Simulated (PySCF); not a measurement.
A structure optimised at PBE-D3(BJ)/def2-SVP, used in a PySCF frequency run:

```
C
H 1 1.1001
C 1 1.4322 2 125.55
C 3 1.3883 1 106.94 2 180.00
H 3 1.0963 4 127.02 1 180.00
H 4 1.0989 3 126.63 5 0.00
C 1 1.4534 2 125.18 3 180.00
C 7 1.3770 1 107.17 2 180.00
H 7 1.0967 8 127.25 4 180.00
H 8 1.0982 7 127.02 9 0.00
```
Charge 0, spin multiplicity 2.

### Question
Write its SMILES, formula and point group.

### Answer
[CH]1C=CC=C1, C₅H₅, Cs

### Question
What are its rotational constants (standard atomic weights)?

### Answer
9.1405, 8.3938, 4.3756 GHz
